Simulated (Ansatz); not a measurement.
Gas-phase electronic energies from Ansatz, PBE0-D4/def2-TZVP geometries. CCSD(T)/CBS is the MP2 limit (def2-TZVPP, def2-QZVPP) plus CCSD(T) − MP2 in def2-TZVPP, frozen cores. This one scheme is used for every species. Functionals use def2-TZVPP. Each species was taken in one conformer, which may not be the lowest.

Consider the ligand exchange at a B–O bond: `BO[SiH](O)F` + `BS` → `BSB` + `O[SiH](O)F`.

```csv
level,ΔE (kJ/mol),difference from CCSD(T)/CBS
PBE-D4,59.8,-2.1
revPBE-D4,57.6,-4.3
r2SCAN0-D4,63.4,1.5
BHLYP-D4,70.7,8.8
ωB97M-V,66.2,4.3
r2SCAN,63.8,1.9
HF/def2-SVP,80.9,19.0
CCSD(T)/def2-SVP,81.7,19.8
MP2/def2-TZVPP,59.9,-2.0
CCSD/CBS(def2),63.6,1.7
CCSD(T)/CBS,61.9,0
```

Largest T1 diagnostic among the species: 0.015.

At CCSD(T), def2-SVP lies +19.8 kJ/mol from the extrapolated value and def2-TZVPP +2.6 kJ/mol. Leaving LDA and LC-ωPBE aside and taking each functional with its dispersion term where it has one, the values, not all of them listed here, spread over 15.0 kJ/mol, from revPBE-D4 to CAM-B3LYP-D4. LDA lies +4.7 kJ/mol from PBE without D4.
